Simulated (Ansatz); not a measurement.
```xyz
2

N     0.0000    0.0000   -0.8665
S     0.0000    0.0000    0.8665
```

Basis set: 6-31G (spherical functions). Correlated methods keep 6 orbitals frozen. Correlation on ROHF uses semicanonical orbitals with singles. Charge 0, multiplicity 2.

Computed with Ansatz (development build ahead of 0.2.0); the reference of a correlated method needn't be the lowest determinant of its kind.

(1) Give the atomization energy at this shape (free ground-state atoms in the same class of orbitals less the molecule, no zero-point energy) of doublet NS by UHF-BCCD(T), ROHF-CCSD(T).

## Answers

(1)

| method | atomization energy |
| --- | --- |
| UHF-BCCD(T) | 2.15 eV |
| ROHF-CCSD(T) | 2.15 eV |

Caution: the program doubts this total; the reference determinant was not shown to be the lowest. Caution for UHF-BCCD(T): the unrestricted determinant is spin contaminated. Caution for ROHF-CCSD(T): an unrestricted determinant lies well below; other determinants can give a lower correlated total.

This basis has no polarisation functions and is too small for such energies, which can lie far from measured ones in either direction.
